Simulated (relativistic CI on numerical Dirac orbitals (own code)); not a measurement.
# Ge II: calculation against measurement

Method of calculation: Dirac-Coulomb-Breit CI, KLI orbitals optimised for each configuration, model QED, valence Slater integrals scaled by 0.85, P86 correlation estimate, and configurations built on the next ion tied to the tabulated ionisation energy (semi-empirical) (own radial code, finite nucleus).

Configuration list (outside the closed core [Ar] 3d10): 4s2 4p, 4s 4p2, 4s2 5s, 4s2 5p, 4s2 4d, 4s2 6s, 4s2 5d, 4s2 4f, 4s2 5f, 4p3, 4s 4p 4d, 4s2 6p, 4s 4p 4f, 4s2 6d, 4s2 5g, 4s2 6f, 4s 4p 5s, 4p 4d2. Levels of other configurations are missing.

| Configuration | Term (tabulated) | J | Measured (cm⁻¹) | Computed | Error | Purity (%) |
| --- | --- | --- | --- | --- | --- | --- |
| 4s2 4p | 2P° | 1/2 | 0.0 | 0 | 0 | 97 |
| 4s2 4p | 2P° | 3/2 | 1767.4 | 1631 | -136 | 97 |
| 4s 4p2 | 4P | 1/2 | 51575.9 | 48673 | -2903 | 100 |
| 4s 4p2 | 4P | 3/2 | 52290.9 | 49342 | -2949 | 100 |
| 4s 4p2 | 4P | 5/2 | 53366.7 | 50378 | -2989 | 100 |
| 4s2 5s | 2S | 1/2 | 62403.0 | 63205 | 802 | 100 |
| 4s 4p2 | 2D | 3/2 | 65015.7 | 64743 | -273 | 58 |
| 4s 4p2 | 2D | 5/2 | 65184.7 | 64886 | -298 | 57 |
| 4s2 5p | 2P° | 1/2 | 79006.9 | 78872 | -134 | 99 |
| 4s2 5p | 2P° | 3/2 | 79366.5 | 79220 | -146 | 99 |
| 4s2 4d | 2D | 3/2 | 80836.9 | 82389 | 1552 | 59 |
| 4s2 4d | 2D | 5/2 | 81012.6 | 82577 | 1564 | 58 |
| 4s 4p2 | 2S | 1/2 | 85890.6 | 85978 | 87 | 99 |
| 4s 4p2 | 2P | 1/2 | 91016.2 | 96103 | 5087 | 95 |
| 4s 4p2 | 2P | 3/2 | 92122.7 | 97122 | 4999 | 100 |
| 4s2 6s | 2S | 1/2 | 94784.4 | 95350 | 565 | 95 |
| 4s2 5d | 2D | 3/2 | 100090.0 | 100978 | 888 | 94 |
| 4s2 5d | 2D | 5/2 | 100130.8 | 101015 | 884 | 94 |
| 4s2 4f | 2F° | 7/2 | 100317.3 | 100660 | 342 | 99 |
| 4s2 4f | 2F° | 5/2 | 100318.0 | 100661 | 343 | 99 |

Measured levels from NIST Handbook of Basic Atomic Spectroscopic Data (Sansonetti and Martin, J. Phys. Chem. Ref. Data 34, 1559 (2005)); pairs were made by configuration, J and term (by order where the table uses no LS term), so strongly mixed levels may be paired wrongly.

Mean error by configuration (cm⁻¹): 4s2 4p -136; 4s 4p2 95; 4s2 5s 802; 4s2 5p -140; 4s2 4d 1558; 4s2 6s 565; 4s2 5d 886; 4s2 4f 343. Over the excited levels the mean absolute error is 1418 cm⁻¹ (19 of the 19 excited levels that our extract of the source holds in range could be paired), and the median relative error of those above 1,000 cm⁻¹ is 0.89 %.

Transition probabilities of persistent lines. The last column rescales the computed rate by the cube of measured over computed energy:

```csv
λ measured (Å),Lower,Upper,A tabulated (s⁻¹),A computed,A rescaled
1106.74 vacuum,4s2 4p 2P°_3/2,4s 4p2 2P_3/2,4.80e+09,5.26e+09,4.45e+09
1120.46 vacuum,4s2 4p 2P°_3/2,4s 4p2 2P_1/2,2.40e+09,2.73e+09,2.30e+09
1188.73 vacuum,4s2 4p 2P°_3/2,4s 4p2 2S_1/2,7.70e+08,1.04e+09,1.03e+09
1237.06 vacuum,4s2 4p 2P°_1/2,4s2 4d 2D_3/2,2.70e+09,2.47e+09,2.33e+09
1261.90 vacuum,4s2 4p 2P°_3/2,4s2 4d 2D_5/2,2.90e+09,2.74e+09,2.57e+09
1938.01 vacuum,4s2 4p 2P°_3/2,4s 4p2 4P_5/2,2.80e+05,6.55e+04,7.77e+04
1938.89 vacuum,4s2 4p 2P°_1/2,4s 4p2 4P_1/2,4.70e+05,2.46e+05,2.93e+05
```
